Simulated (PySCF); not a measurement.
Be(OH)(NH2) (BeH₃NO), SMILES [OH][Be][NH2]. Atoms are numbered in the order given.

```xyz
6

Be     0.0589    -0.0081     0.0000
O      1.4859    -0.0945     0.0000
H      2.0871     0.6447     0.0000
N     -1.4507     0.0178     0.0000
H     -2.0275     0.0097    -0.8239
H     -2.0275     0.0097     0.8239
```

Geometry optimised at PBE0-D3(BJ)/def2-TZVP. Other conformers were not sampled.

All values below come from PBE0/def2-TZVPD in PySCF.

Symmetry labels are those of the subgroup Cs that the program uses (full group Cs).

Computed valence orbital energies around the gap with their symmetry:
```json
[
 {"orbital": "HOMO−7", "symmetry": "A'", "energy (eV)": "-27.06"},
 {"orbital": "HOMO−6", "symmetry": "A'", "energy (eV)": "-22.87"},
 {"orbital": "HOMO−5", "symmetry": "A'", "energy (eV)": "-13.86"},
 {"orbital": "HOMO−4", "symmetry": "A\"", "energy (eV)": "-13.12"},
 {"orbital": "HOMO−3", "symmetry": "A'", "energy (eV)": "-11.32"},
 {"orbital": "HOMO−2", "symmetry": "A'", "energy (eV)": "-9.64"},
 {"orbital": "HOMO−1", "symmetry": "A\"", "energy (eV)": "-9.04"},
 {"orbital": "HOMO", "symmetry": "A'", "energy (eV)": "-7.19"},
 {"orbital": "LUMO", "symmetry": "A'", "energy (eV)": "-0.38"},
 {"orbital": "LUMO+1", "symmetry": "A'", "energy (eV)": "0.51"},
 {"orbital": "LUMO+2", "symmetry": "A\"", "energy (eV)": "0.74"},
 {"orbital": "LUMO+3", "symmetry": "A'", "energy (eV)": "1.00"}
]
```
